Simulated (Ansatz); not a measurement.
Mulliken charges of `F[BH][GeH2][F]` from r2SCAN/def2-TZVPP in Ansatz (PBE0-D4/def2-TZVP geometry).

| atom | x (Å) | y (Å) | z (Å) | charge (e) |
| --- | --- | --- | --- | --- |
| F1 | -1.098 | -1.900 | -0.130 | -0.194 |
| B2 | -0.069 | -1.225 | 0.327 | 0.221 |
| Ge3 | 0.155 | 0.789 | -0.163 | 0.449 |
| F4 | -1.170 | 1.273 | -1.197 | -0.392 |
| H5 | 0.715 | -1.811 | 1.023 | -0.024 |
| H6 | 0.092 | 1.724 | 1.059 | -0.030 |
| H7 | 1.437 | 1.082 | -0.964 | -0.030 |

Question: By hand: the dipole of these point charges (1 e Å = 4.8032 D).

Answer: Σ q r = (0.663, -0.088, 0.466) e Å, of length 0.815 e Å = 3.91 D.

Question: How does the dipole of the full density compare? (Best estimate.)

Answer: The calculation gave: (0.391, -0.166, 0.311) e Å, 2.53 D; the point charges give 1.55 times that, at 13° from its direction.

Point charges leave out the atoms' own dipoles, such as those of lone pairs, and Mulliken's split depends on the basis, so the two needn't agree.
